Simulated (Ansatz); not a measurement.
BGeH5 (SMILES [BH2][GeH3]) moved off its minimum; all values from Ansatz (a program for electronic structure), cores frozen in correlated methods.
(charge 0, multiplicity 1)
```xyz
7

B     -1.71512     0.01630    -0.31970
Ge     0.47378     0.13119     0.08060
H      1.24233    -1.06367    -0.35838
H      0.75293     1.34183    -0.56827
H      0.43500     0.21951     1.56590
H     -2.44579     0.80780    -0.25485
H     -2.18287    -0.84348    -0.89957
```

Task: Give the forces (eV/Å), the total energy and the dipole at CCSD(T)/cc-pVTZ.

Result: 
```tsv
atom	Fx	Fy	Fz
B1	3.762	-1.735	-0.493
Ge2	-3.547	-2.024	0.786
H3	0.564	-0.691	-0.377
H4	1.180	2.775	-1.382
H5	0.457	0.216	1.121
H6	-2.048	3.124	0.910
H7	-0.368	-1.665	-0.567
```
Energy -2103.2092 hartree, dipole 0.25 D.
